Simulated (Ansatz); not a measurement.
Name a neutral molecule of B, C, O and H with LUMO energy (ωB97M-V/def2-TZVPP) between 1.60 and 1.90 eV and HOMO–LUMO gap (ωB97M-V/def2-TZVPP) between 11.90 and 12.20 eV (Ansatz, PBE0-D4/def2-TZVP geometry).

`OBCCO` (1.77 eV, 11.93 eV); `OB1CO1` (1.74 eV, 12.16 eV); `OBCO` (1.79 eV, 11.91 eV); `OCC1=CB1` (1.82 eV, 12.07 eV); `BC(O)CC` (1.72 eV, 12.01 eV). Other molecules can fit too; these were computed, each in one conformer that needn't be the lowest.
